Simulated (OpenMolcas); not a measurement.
What dynamic correlation does to the levels of Ba

```json
{"Program": "OpenMolcas 26.06", "Basis": "ANO-RCC-VDZP [7s6p3d1f]", "Scalar Hamiltonian": "DKH2, point nucleus", "Active space": "2 electrons in 4 orbitals (6s 6p)", "State averaging": "2S+1 = 3 even, 3 roots; 2S+1 = 1 even, 6 roots kept (CI in the orbitals of an earlier block); 2S+1 = 3 odd, 3 roots; 2S+1 = 1 odd, 3 roots kept (CI in the orbitals of an earlier block)", "Spin-orbit coupling": "RASSI with atomic mean-field integrals over the reference wave functions, term energies averaged over their components"}
```

Methods on the same reference wave functions:
A. CASSCF
B. SS-CASPT2, IPEA 0.25 Eh, imaginary shift 0.1 Eh (closed shells correlated: 5s 5p)

Energies in cm-1 above 6s2 1S0, the measured ground level; measured values from NIST Handbook of Basic Atomic Spectroscopic Data.

```tsv
Level	A	B	Measured
6s2 1S0	0.0	0.0	0.0
6s 6p 3P* 0	9939	11150	12266
6s 6p 3P* 1	10211	11410	12637
6s 6p 3P* 2	10788	11990	13515
6s 6p 1P* 1	24119	21670	18060
6p2 3P0	30033	32050	
6p2 3P1	30290	32310	
6p2 3P2	30772	32730	
6p2 1D2	34488	34180
```

Deviations, from unrounded energies. A percentage is the sum of absolute deviations over the sum of measured energies, with the sign that they share, or ± where signs differ.

```json
{"Against measurement": "mean absolute deviation (cm-1)", "Levels": "4", "A": "3400", "B": "1900"}
{"Against measurement": "other configurations (%)", "Levels": "4", "A": "±24.0", "B": "±13.2"}
```

B lies closest to measurement on these levels. The largest miss of B in the table is 6s 6p 1P* 1, by +3600 cm-1. The ranking rests on the paired levels alone, and a cruder setting can come out closer through cancelling errors.

The lowest spin-free term lies below A's lowest term by 0.055 hartree in B.

CASPT2 does not keep the components of a term degenerate, so their means are used; among the terms shown or strongly mixed into the levels shown the widest spread is 550 cm-1 (6p2 1D, B). Terms from blocks run as CI alone lack orbitals of their own. The ¹D term of p² mixes with s d, which this space lacks. Measured partners are found by configuration, term and J. A level has none where our copy of the source lacks it or the pairing is in doubt (some pairs that miss far off the trend of their configuration count as doubtful), and it then counts in no deviation. Levels of configurations outside the active space are missing.

* marks odd parity.
